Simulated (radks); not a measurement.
Excited configurations of the tantalum ion Ta55+: one electron is placed in a higher orbital outside [Ne] 3s2 3p5. The ground configuration is [Ar]. All-electron calculation, scalar-relativistic Kohn-Sham, r2SCAN, spin-polarised, spherical densities, finite nucleus; open shells are filled with parallel spins first (spin-orbit coupling, left out, can overturn this in heavy ions); meta-GGA in the generalised Kohn-Sham scheme; Fermi nuclear charge, rms radius 5.3507 fm. Program: a radial shooting solver on a logarithmic mesh with Libxc functionals. Excitation = E - E(ground); binding = E(ion) - E, where the ion is the core of charge +56; n* = 56/sqrt(2 binding) in atomic units. These energies are relativistic, and a one-electron ion of charge +56 with no core already has n* below n in this formula (scalar-relativistic equation, point nucleus: 3d 2.987, 4f 3.992, 5d 4.979, 5f 4.989, 6s 5.923, 6d 5.977, 6f 5.987). The quantum defect is therefore taken as that value minus n*, so that it holds no relativistic shift of the bare ion.

| outer orbital | excitation (eV) | binding (eV) | n* | quantum defect | eigenvalue (eV) | <r> (bohr) |
|---|---|---|---|---|---|---|
| 3d | 392.83 | 5250.7 | 2.851 | 0.137 | -5186.2 | 0.1668 |
| 4f | 2903.5 | 2740.0 | 3.946 | 0.046 | -2707.1 | 0.3068 |
| 5d | 3843.3 | 1800.2 | 4.868 | 0.111 | -1784.9 | 0.5812 |
| 5f | 3894.9 | 1748.6 | 4.940 | 0.049 | -1731.5 | 0.5454 |
| 6s | 4310.4 | 1333.2 | 5.657 | 0.266 | -1324.0 | 0.8586 |
| 6d | 4403.8 | 1239.7 | 5.867 | 0.110 | -1230.1 | 0.8684 |

Estimate the row for 6f.

Answer. excitation (eV) 4433.2; binding (eV) 1210.4; n* 5.937; quantum defect 0.049; eigenvalue (eV) -1199.9; <r> (bohr) 0.8363. The Delta-SCF ionisation energy is 5643.5 eV (NIST Atomic Spectra Database: 5537 eV, theoretical). Self-interaction in the functional shifts the binding energies and quantum defects, so they are the method's values and not measured ones. Open shells are spherical and high-spin; term and fine-structure splittings are not resolved. Spin-orbit splitting is averaged out at the scalar-relativistic level.
